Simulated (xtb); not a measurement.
xtb input:

```bash
xtb mol.xyz --gfn 2 --ohess tight --chrg 0 --uhf 0
```
mol.xyz:
```
11

C     -0.83271598    -0.87691830    -0.00392368
C     -0.99605678     0.57693560    -0.30042022
C      0.30725660     0.12915583     0.36532267
N      1.53508009     0.08564012    -0.31359540
H     -0.66483566    -1.54343834    -0.79119670
H     -1.43369770    -1.24263368     0.86114451
H     -1.69569758     1.16664705     0.25843394
H     -0.85337681     0.89350357    -1.29197260
H      0.38628205     0.32815446     1.41513927
H      2.03372547     0.97825059    -0.29516811
H      2.21039329    -0.58878049     0.07259193
```

Question: Predict the final energy.

Answer: -12.86899 Eh (GFN2-xTB).
